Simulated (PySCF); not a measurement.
**Electron correlation in Sr (strontium, neutral)**

[Kr] 5s1 5p1, high-spin 3P determinant (an excited configuration). All numbers are calculated (PySCF 2.14, the spin-free X2C one-electron Hamiltonian (Gaussian nucleus), in aug-cc-pVDZ-X2C). Frozen: [Kr]; 2 electrons correlated.

With two correlated electrons CCSD is exact within the correlated space (frozen core and kept virtual orbitals).

```json
{"level": "CCSD", "correlation energy (mhartree)": "-3.28"}
```

Diagnostics: T1 = 0.012, D1 = 0.0229, largest double amplitude 0.060.

Cost of the coupled-cluster step: roughly 0.11 core-seconds, for 2 correlated electrons.

Iterations:

```
CC2 = 0
CCSD nocc = (np.int64(2), np.int64(0)), nmo = (27, 27)
frozen orbitals [[0, 1, 2, 3, 4, 5, 6, 7, 8, 9, 10, 11, 12, 13, 14, 15, 16, 17], [0, 1, 2, 3, 4, 5, 6, 7, 8, 9, 10, 11, 12, 13, 14, 15, 16, 17]]
max_cycle = 100
direct = 0
conv_tol = 1e-08
conv_tol_normt = 1e-06
diis_space = 8
diis_start_cycle = 0
Init t2, MP2 energy = -0.00120113844499167
Init E_corr(UCCSD) = -0.0012011384480472
cycle = 1  E_corr(UCCSD) = -0.0019043292062128  dE = -0.000703190758  norm(t1,t2) = 0.030034
cycle = 2  E_corr(UCCSD) = -0.00233790910433393  dE = -0.000433579898  norm(t1,t2) = 0.0203272
cycle = 3  E_corr(UCCSD) = -0.00317874361117638  dE = -0.000840834507  norm(t1,t2) = 0.0144375
cycle = 4  E_corr(UCCSD) = -0.00325356430612329  dE = -7.48206949e-05  norm(t1,t2) = 0.0044133
cycle = 5  E_corr(UCCSD) = -0.00329134401394607  dE = -3.77797078e-05  norm(t1,t2) = 0.0010151
cycle = 6  E_corr(UCCSD) = -0.00327504397548209  dE = 1.63000385e-05  norm(t1,t2) = 0.000280099
cycle = 7  E_corr(UCCSD) = -0.00328768764089716  dE = -1.26436654e-05  norm(t1,t2) = 0.000135099
cycle = 8  E_corr(UCCSD) = -0.00328231897300346  dE = 5.36866789e-06  norm(t1,t2) = 7.34759e-05
cycle = 9  E_corr(UCCSD) = -0.00328346802928857  dE = -1.14905629e-06  norm(t1,t2) = 1.33521e-05
cycle = 10  E_corr(UCCSD) = -0.00328305326834361  dE = 4.14760945e-07  norm(t1,t2) = 6.04473e-06
cycle = 11  E_corr(UCCSD) = -0.00328309196375304  dE = -3.86954094e-08  norm(t1,t2) = 8.28913e-07
cycle = 12  E_corr(UCCSD) = -0.00328309247302828  dE = -5.0927524e-10  norm(t1,t2) = 2.49543e-07
UCCSD converged
E(UCCSD) = -3177.311791065698  E_corr = -0.003283092473028278
```
